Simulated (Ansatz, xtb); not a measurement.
# Two structures of C3H13B2NO

Structure I is `CB(C)CO[BH2-][NH3+]`, a singlet and structure II is a singlet given by its coordinates. Both are isolated molecules in the gas phase, relaxed with PBE0-D3(BJ)/def2-SVP; the shapes shown needn't be the lowest conformers.

I (Å):

```xyz
20

C    -1.0699    0.7224    2.0450
C     1.4402    0.3791    0.9906
C    -0.7533    0.1524   -0.5838
B    -0.1148    0.4322    0.8270
B    -0.3088   -0.5505   -2.8651
N    -0.9669    0.7486   -3.7097
O     0.1532   -0.0233   -1.6269
H    -0.8047    0.0912    2.9103
H    -0.8966    1.7607    2.3833
H    -2.1453    0.6076    1.8389
H     1.7125   -0.6933    0.9363
H     1.8368    0.7811    1.9343
H     1.9493    0.8317    0.1252
H    -1.4182   -0.7360   -0.4633
H    -1.4827    0.9819   -0.7759
H     0.6076   -0.9081   -3.5986
H    -1.2491   -1.3482   -2.7970
H    -1.2606    0.4663   -4.6450
H    -0.2604    1.4806   -3.7963
H    -1.7742    1.1452   -3.2269
```

II (Å):

| atom | x (Å) | y (Å) | z (Å) |
| --- | --- | --- | --- |
| C | 1.5220 | 1.1690 | 1.3881 |
| C | 0.9661 | -0.4317 | -0.8810 |
| C | -0.1417 | -1.3416 | -0.3792 |
| B | 0.5185 | 0.6259 | 0.2820 |
| B | -1.7172 | -0.5613 | 1.5174 |
| N | -2.5423 | 0.5819 | 0.7012 |
| O | -0.4039 | -0.6119 | 0.8413 |
| H | 2.1681 | 1.9545 | 0.9595 |
| H | 2.1825 | 0.3746 | 1.7740 |
| H | 1.0020 | 1.6187 | 2.2509 |
| H | -0.2792 | 1.5001 | -0.1339 |
| H | 0.8656 | -0.1260 | -1.9309 |
| H | 1.9658 | -0.8649 | -0.7287 |
| H | -1.0430 | -1.3468 | -1.0185 |
| H | 0.1108 | -2.3854 | -0.1322 |
| H | -2.3159 | -1.6198 | 1.4164 |
| H | -1.5903 | -0.1347 | 2.6511 |
| H | -3.2165 | 1.0687 | 1.2898 |
| H | -1.8096 | 1.2471 | 0.3814 |
| H | -3.0271 | 0.2352 | -0.1266 |

Close contacts (Å): C1–B4 1.59, C2–C3 1.52, C2–B4 1.63, C3–O7 1.45, B4–O7 1.64, B5–N6 1.63, B5–O7 1.48, C1–H8 1.10, C1–H9 1.10, C1–H10 1.10, C2–H12 1.10, C2–H13 1.10, C3–H14 1.11, C3–H15 1.10, B4–H11 1.25, B5–H16 1.22, B5–H17 1.22, N6–H18 1.02.

**Question.** Estimate E(II) − E(I) at the level CCSD(T)/def2-SVP + ΔMP2/def2-TZVPP.

**Answer.** Too close to call at this level: CCSD(T)/def2-SVP + ΔMP2/def2-TZVPP gives E(II) − E(I) = +0.021 eV.

How the difference moves with the method:

| level | geometry | E(II) − E(I) (eV) | departure from the last row (eV) | job, with rough time for the two |
| --- | --- | --- | --- | --- |
| PBE0-D3(BJ)/def2-SVP | PBE0-D3(BJ)/def2-SVP | −0.033 | −0.054 | optimisation, 5.4 min |
| HF/def2-SVP | PBE0-D3(BJ)/def2-SVP | +0.389 | +0.368 | part of the CCSD(T) run |
| MP2/def2-SVP | PBE0-D3(BJ)/def2-SVP | −0.088 | −0.109 | part of the CCSD(T) run |
| CCSD(T)/def2-SVP | PBE0-D3(BJ)/def2-SVP | −0.068 | −0.089 | single point |
| CCSD(T)/def2-SVP + ΔMP2/def2-TZVPP | PBE0-D3(BJ)/def2-SVP | +0.021 |  | single point, 2.5 min |

The largest departure from CCSD(T)/def2-SVP + ΔMP2/def2-TZVPP is that of HF/def2-SVP, 0.368 eV. Levels run at GFN2-xTB geometries aren't shown. The last row adds to CCSD(T) the change of the MP2 difference between the two basis sets, here +0.089 eV.

With thermal terms from frequencies at re-optimised GFN2-xTB minima (ideal gas, soft modes damped towards free rotors, one conformer each, 298.15 K, 1 atm): the zero-point term adds +0.115 eV; ΔH is +0.068 and ΔG +0.237 eV.

The correlated steps freeze 7 core orbitals. Run with Ansatz 0.2.0, xtb 6.7.1; the last row on 2 threads of Intel(R) Xeon(R) Platinum 8488C (Sapphire Rapids) on a shared host.
